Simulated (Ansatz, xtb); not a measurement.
FH3S3Si: 3 structures ranked

3 gas-phase structures of FH3S3Si, from a drawn sample of its isomers (lower ones may exist). Each was relaxed with GFN2-xTB; where two conformers were screened, the lower at r2SCAN-D4/def2-SVP is listed:

A. `F[SiH2]SSS`, a singlet
B. `F[Si](S)(S)S`, a singlet
C. `F[Si@H](S)SS`, a singlet

Which do you expect lowest at r2SCAN-D4/def2-SVP, and how would the others follow?

Calculated order at r2SCAN-D4/def2-SVP: B (0.0), C (29.6), A (50.9) kcal/mol.

Energies above the lowest of each column, in kcal/mol; the last columns are at PBE0-D4/def2-SVP geometries and were run for some of them only (a dash: not run or not comparable):

| structure | GFN2-xTB | HF/STO-3G | r2SCAN-D4/def2-SVP | PBE0-D4/def2-SVP | CCSD(T)/def2-SVP + ΔMP2/def2-TZVPP |
| --- | --- | --- | --- | --- | --- |
| B | 3.2 | 0.0 | 0.0 | 0.0 | 0.0 |
| C | 2.0 | 17.0 | 29.6 | 28.2 | 25.4 |
| A | 0.0 | 31.4 | 50.9 | – | – |

CCSD(T)/def2-SVP + ΔMP2/def2-TZVPP puts B lowest of those it was run on; GFN2-xTB picks A. Flexible structures stand in one conformer each, not always the lowest. Frequencies (PBE0-D4/def2-SVP) were run for B, C alone. ΔMP2 is the change of the MP2 energy from the smaller to the larger basis.

Programs: Ansatz 0.2.0, xtb 6.7.1.
